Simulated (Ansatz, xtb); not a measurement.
**Relative energy of two isomers of C3H2FNO2**

Structure X: `N#C[C@H](F)C(=O)O`, a singlet. Structure Y: `N#C[C@H](F)OC=O`, a singlet. Both are isolated molecules in the gas phase, relaxed with PBE-D3(BJ)/def2-SVP; the shapes shown needn't be the lowest conformers.

X (Å):

```xyz
9

C    -0.5651   -0.6835   -0.3625
C     0.5261   -0.2498    0.5255
C     0.9422    1.2153    0.2452
F     0.1645   -0.3696    1.8396
N    -1.4433   -1.0435   -1.0471
O     0.9755    2.0768    1.0876
O     1.2833    1.3556   -1.0499
H     1.4141   -0.8944    0.3214
H     1.5356    2.2969   -1.1772
```

Y (Å):

```xyz
9

C    -1.2491    0.0625    0.5751
C     0.2160   -0.0710    0.4637
C     1.8145    1.1774   -0.7548
F     0.7432   -0.4544    1.6655
N    -2.4146    0.1156    0.6534
O     0.7398    1.1939    0.1043
O     2.3037    0.1931   -1.2430
H     0.4978   -0.8258   -0.3046
H     2.1359    2.2342   -0.9188
```

Quicker runs give these differences E(Y) − E(X): GFN2-xTB +23.6 kJ/mol; HF/STO-3G −7.3 kJ/mol (at GFN2-xTB geometries); r2SCAN-D4/def2-SVP +32.2 kJ/mol (at GFN2-xTB geometries).

**Question.** Estimate which is lower in electronic energy at CCSD(T)/def2-SVP + ΔMP2/def2-TZVPP, and by roughly how much.

**Answer.** The CCSD(T)/def2-SVP + ΔMP2/def2-TZVPP calculation puts structure X lower, by 30.4 kJ/mol.

Level by level:

```csv
level,geometry,E(Y) − E(X) (kJ/mol),departure from the last row (kJ/mol),"job, with rough time for the two"
GFN2-xTB,GFN2-xTB,+23.6,−6.8,"optimisation, 0.32 s"
HF/STO-3G,GFN2-xTB,−7.3,−37.7,"single point, 0.46 s"
r2SCAN-D4/def2-SVP,GFN2-xTB,+32.2,+1.9,"single point, 2.8 s"
PBE-D3(BJ)/def2-SVP,PBE-D3(BJ)/def2-SVP,+29.7,−0.7,"optimisation, 34 s"
HF/def2-SVP,PBE-D3(BJ)/def2-SVP,+26.5,−3.8,part of the CCSD(T) run
MP2/def2-SVP,PBE-D3(BJ)/def2-SVP,+32.9,+2.5,part of the CCSD(T) run
CCSD(T)/def2-SVP,PBE-D3(BJ)/def2-SVP,+27.7,−2.7,single point
CCSD(T)/def2-SVP + ΔMP2/def2-TZVPP,PBE-D3(BJ)/def2-SVP,+30.4,,"single point, 42 s"
```

As drawn, Y has 1 C–O, 1 C–H in place of 1 C–C, 1 O–H.

HF/STO-3G puts the two in the other order. The largest departure from CCSD(T)/def2-SVP + ΔMP2/def2-TZVPP is that of HF/STO-3G, 37.7 kJ/mol. The last row adds to CCSD(T) the change of the MP2 difference between the two basis sets, here +2.7 kJ/mol.

With harmonic frequencies from PBE-D3(BJ)/def2-SVP (ideal gas, rigid rotor, one conformer each, 298.15 K, 1 atm): on the last row, ΔE + ΔZPE = +29.8 kJ/mol. A mode under 50 cm⁻¹ makes harmonic enthalpies and free energies unreliable, so none is given.

The correlated steps freeze 7 core orbitals. Run with Ansatz 0.2.0, xtb 6.7.1; the last row on 2 threads of Intel(R) Xeon(R) Processor on a shared host.
